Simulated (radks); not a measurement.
Results of a calculation; reference values are marked as such.
Problem. The mean radii <r> (bohr) of the occupied orbitals of an atom or ion are listed with their occupations. Level of theory: scalar-relativistic Kohn-Sham, exchange-only LDA, spin-unpolarised, spherical densities, finite nucleus; Fermi nuclear charge, rms radius of each element as measured or else 0.836 A^(1/3) + 0.57 fm (a radial shooting solver on a logarithmic mesh with Libxc functionals).

orbital  occ.     <r>
1s          2  0.1206
2s          2  0.6295
2p          6  0.6052
3s          2   2.398

Name the element and its charge.

Solution. Z = 13, aluminium, charge +1: Al+ in [Ne] 3s2. The 1s radius gives Z: for a bare nucleus <r> = (2 gamma + 1)/(2Z) with gamma = sqrt(1 - (Z/c)^2), 0.115 bohr for Z = 13, and screening makes it slightly larger (0.1206 here). The occupations add up to 12, and the charge is Z minus that.
